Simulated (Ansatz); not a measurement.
A run for Ansatz (an electronic-structure program): R-BLYP/def2-TZVPP on CH5BOSe (SMILES COB[SeH]), a point of a torsion scan.

Ansatz 0.2 input:
```yaml
crystal:
  periodic: [false, false, false]
  atoms:
    - {symbol: C, position_ang: [-0.99146013, -0.80927596, -0.02698105]}
    - {symbol: O, position_ang: [-1.24816927, 0.31311388, -0.83400625]}
    - {symbol: B, position_ang: [-1.45135629, 0.29789450, -2.14209017]}
    - {symbol: Se, position_ang: [-1.77321257, 2.02603950, -2.92502937]}
    - {symbol: H, position_ang: [-0.01829986, -0.67751566, 0.45048980]}
    - {symbol: H, position_ang: [-0.99013880, -1.73151854, -0.61260859]}
    - {symbol: H, position_ang: [-1.76339328, -0.86533273, 0.74331689]}
    - {symbol: H, position_ang: [-1.44781191, -0.66074122, -2.82168415]}
    - {symbol: H, position_ang: [-1.66888588, 2.77837043, -1.70702981]}
basis:
  gaussian:
    orbitals: def2-TZVPP
hamiltonian:
  xc: {name: BLYP}
scf: {lower_state_search: off}
```

It printed:

```
WARN ansatz: RAYON_NUM_THREADS=1 ignored (pool sized by the plan → 1); use --threads N
Functional definition: BLYP
these checks for a lower state are left out or cut short: stability, starts, cluster_reference, orbital_swaps, neighbouring_geometries, increment
integrals: 0.12 GiB planned
1182 factors; their error is unknown
mean field: 0.88 GiB planned
mean field evaluation 1: about -69184.3005 eV, gradient 6.8e1 eV
mean field evaluation 2: about -69111.1291 eV, gradient 1.9e2 eV
mean field evaluation 4: about -69193.3560 eV, gradient 2.1e1 eV
mean field evaluation 8: about -69194.1100 eV, gradient 1.5e-1 eV
mean field evaluation 16: about -69194.0659 eV, gradient 2.8e-4 eV
mean field -69194.06588630 eV, -2542.8350198990 hartree, gradient 6.1e-6 eV, S^2 0.000000; 0 other end points of the search recorded, 0 dependent functions left out
reference -69194.06624257 eV, -2542.8350329919 hartree; 29, 29 occupied and 182, 182 virtual orbitals, 1182 factors
Total energy: -69194.06624257 eV, -2542.8350329919 hartree
Checks for a lower state left out: stability, starts, cluster_reference, orbital_swaps, neighbouring_geometries, increment
```

Self-consistency was reached.

Cost: very roughly 4 core-seconds.
